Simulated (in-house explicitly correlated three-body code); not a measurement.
Computed with an exponentially correlated three-body code. Model: two electrons around a point charge, non-relativistic, variational in 260 exponentially correlated functions (energies converged to about 1e-7 hartree, or 1e-8 relative for large Z).

For two electrons in a singlet the Kohn-Sham orbital is the square root of half the density, so the exact Kohn-Sham potential and energy parts follow from the density alone, and exchange is minus half the Hartree energy. The Kohn-Sham level equals minus the binding energy of the second electron.

Command:
```bash
python run_hyl.py task.json out
```
Settings (lengths in bohr, energies in hartree):
```
Z                      1.09
interaction_strength   1
functions              260
states_tried           13
```

Cost of the run: 38 s on 1 thread of Arm Neoverse V1 (shared host).

**Those bound S and P states to n = 4 that converged, binding against the one-electron ion.**

Given: nuclear charge 1.09.

Computed: one-electron threshold -0.59405 hartree.

| term | energy (hartree) | binding (eV) | quantum defect |
| --- | --- | --- | --- |
| 1 1S | -0.65917795 | 1.7722 | 0.75063 |

**Converged states only, values per electron or pair.**

| term | mean r (bohr) | mean r squared (bohr²) | mean inverse r (1/bohr) | mean r12 (bohr) | mean inverse r12 (1/bohr) | mean cosine | mean p1 dot p2 (bohr⁻²) | delta r1 (bohr⁻³) | delta r12 (bohr⁻³) |
| --- | --- | --- | --- | --- | --- | --- | --- | --- | --- |
| 1 1S | 2.2483 | 7.7048 | 0.77647 | 3.6059 | 0.37434 | -0.10347 | 0.04449 | 0.22316 | 0.0049806 |

**Exact Kohn-Sham parts of the ground state from its density.**

Computed: Kohn-Sham kinetic 0.62982 hartree; Hartree energy 0.88894 hartree; exchange energy -0.44447 hartree; DFT correlation energy -0.040769 hartree; kinetic part of the DFT correlation energy 0.029357 hartree; potential part of the DFT correlation energy -0.070126 hartree; exact minus restricted Hartree-Fock -0.039678 hartree; restricted Hartree-Fock level -2.2644 eV.

(1) What is the Kohn-Sham level?

(2) What is the total energy?

**Density and exact potentials over r, pair density (one pair, times 4 pi r12^2) and exact minus Kohn-Sham pair density over r12.**

```tsv
radius (bohr)	radial density (electrons/bohr)	exchange potential (hartree)	intracule density (1/bohr)	Coulomb hole against Kohn-Sham (1/bohr)	correlation potential (hartree)
0.216	0.16435	-0.75911	0.0034741	-0.007369	-0.062
0.257	0.2133	-0.7529	0.0050386	-0.01014	-0.058
0.307	0.27395	-0.74449	0.00738	-0.01393	-0.052
0.367	0.34536	-0.7334	0.010832	-0.01894	-0.045
0.438	0.42469	-0.71921	0.015826	-0.0253	-0.037
0.522	?	?	?	?	?
0.623	0.59039	-0.67901	0.033292	-0.04211	-0.014
0.744	0.66288	-0.65171	0.047815	-0.05183	0
0.888	0.71517	-0.6194	0.067599	-0.06078	0.014
1.06	0.73831	-0.58207	0.093613	-0.06681	0.027
1.27	0.72557	-0.53931	0.12671	-0.06704	0.039
1.51	0.67827	-0.49487	0.16312	-0.05901	0.046
1.8	0.60052	-0.4475	0.20088	-0.0415	0.048
2.15	0.50186	-0.39875	0.23298	-0.01623	0.044
2.57	?	?	?	?	?
3.07	0.29289	-0.30458	0.24389	0.03108	0.025
3.66	0.20374	-0.26235	0.21278	0.03826	0.015
4.37	0.13066	-0.22373	0.16242	0.03224	0.007
5.22	0.07612	-0.18941	0.10624	0.01904	0.003
6.23	0.039641	-0.1597	0.05866	0.00692	0.001
7.43	0.018034	-0.13432	0.02696	0.0003119	0
8.87	0.0069119	-0.11267	0.0101	-0.001421	0
10.6	0.0021519	-0.094323	0.00303	-0.001004	0
```

(3) What belongs in the row 0.522?

(4) What belongs in the row 2.57?

## Answers

(1) -1.7722 eV.

(2) -0.65917795 hartree.

(3) radial density (electrons/bohr): 0.508; exchange potential (hartree): -0.70137; intracule density (1/bohr): 0.022985; Coulomb hole against Kohn-Sham (1/bohr): -0.03304; correlation potential (hartree): -0.026.

(4) radial density (electrons/bohr): 0.3952; exchange potential (hartree): -0.35051; intracule density (1/bohr): 0.25002; Coulomb hole against Kohn-Sham (1/bohr): 0.01081; correlation potential (hartree): 0.035.

The correlation energy of density-functional theory lies 1.1 millihartree below exact minus Hartree-Fock, because the Hartree-Fock density, unlike the exact one, minimises the Hartree-Fock energy.
